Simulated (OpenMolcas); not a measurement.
Rh4+ among 8 point charges of -1 e arranged as a cube (Oh).

* Program: OpenMolcas
* Method: CASSCF
* Basis: ANO-RCC-VDZP [6s5p3d1f]
* Scalar Hamiltonian: DKH2, point nucleus
* Active space: 5 electrons in 5 orbitals (4d)
* State averaging: 2S+1 = 6 even, 1 root; 2S+1 = 4 even, 24 roots; 2S+1 = 2 even, 75 roots
* Spin-orbit coupling: state interaction with AMFI integrals over the reference wave functions

All point charges move together. At R = 2.14 Å |10Dq| is 2334 cm-1, and at R = 2.4 Å it is 1338 cm-1.

Q: A third run gives 3641 cm-1. What distance was it run at?

A: With a power law R^-n the two known points give n = -ln(1338 / 2334) / ln(2.4 / 2.14) = 4.85. Then R = 2.14 × (2334 / 3641)^(1/4.85) = 1.953 Å. The run was at 1.95 Å, so the estimate is off by +0.003 Å.

Without dynamic correlation the repulsion within the d shell is too large (B by tens of per cent), so at a given field states of lower spin stand too high. Point charges give a weaker field than real ligands, and real ions of this kind are as a rule low spin; the high spin found here belongs to the model. Point charges carry no covalency, so the field is a model and not that of real ligands. No measured value stands beside these numbers.
